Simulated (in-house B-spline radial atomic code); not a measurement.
Inner levels of lanthanum as electrons are removed. A shift is the extra binding of the orbital against the neutral atom ([Xe] 5d1 6s2). The density at the nucleus is averaged over the nuclear charge. Computed with a B-spline radial code for spherical atoms: Dirac-Hartree-Fock, average of the configuration, finite nuclei.

```csv
ion,configuration,shift of 2p3/2 (eV),shift of 3s1/2 (eV),shift of 1s1/2 (eV),radius of 2p3/2 (bohr),radius of 3s1/2 (bohr),radius of 1s1/2 (bohr),Σ<r²> (bohr²),change of density at nucleus (bohr⁻³)
La31+,[Ar] 3d8,1213.23,1092.78,1246.14,0.0956,0.27545,0.02506,1.3421,-1162.81
La32+,[Ar] 3d7,1324.25,1176.89,1359.65,0.0955,0.27368,0.02506,1.2494,-990.68
La33+,[Ar] 3d6,1437.4,1262.19,1475.54,0.095396,0.27191,0.025061,1.1607,-813.26
La34+,[Ar] 3d5,?,?,?,?,?,?,?,?
La35+,[Ar] 3d4,1670.07,1436.33,1714.51,0.095173,0.26841,0.025062,0.99393,-442.54
La36+,[Ar] 3d3,1789.57,1525.15,1837.57,0.095055,0.26668,0.025062,0.91557,-249.21
La37+,[Ar] 3d2,?,?,?,?,?,?,?,?
La38+,[Ar] 3d1,2034.82,1706.29,2090.86,0.094804,0.26325,0.025063,0.76803,153.45
La39+,[Ne] 3s2 3p6,?,?,?,?,?,?,?,?
La40+,[Ne] 3s2 3p5,2278.61,1881.2,2356.53,0.094657,0.26023,0.02506,0.61644,552.94
```

**Question.** Fill in the row of La34+.

**Answer.** shift of 2p3/2 (eV): 1552.68; shift of 3s1/2 (eV): 1348.67; shift of 1s1/2 (eV): 1593.83; radius of 2p3/2 (bohr): 0.095287; radius of 3s1/2 (bohr): 0.27016; radius of 1s1/2 (bohr): 0.025061; Σ<r²> (bohr²): 1.0756; change of density at nucleus (bohr⁻³): -630.54.

**Question.** Fill in the row of La37+.

**Answer.** shift of 2p3/2 (eV): 1911.15; shift of 3s1/2 (eV): 1615.14; shift of 1s1/2 (eV): 1963.02; radius of 2p3/2 (bohr): 0.094932; radius of 3s1/2 (bohr): 0.26496; radius of 1s1/2 (bohr): 0.025062; Σ<r²> (bohr²): 0.84033; change of density at nucleus (bohr⁻³): -50.553.

**Question.** Fill in the row of La39+.

**Answer.** shift of 2p3/2 (eV): 2160.57; shift of 3s1/2 (eV): 1798.59; shift of 1s1/2 (eV): 2221.07; radius of 2p3/2 (bohr): 0.094672; radius of 3s1/2 (bohr): 0.26156; radius of 1s1/2 (bohr): 0.025063; Σ<r²> (bohr²): 0.69854; change of density at nucleus (bohr⁻³): 362.83.
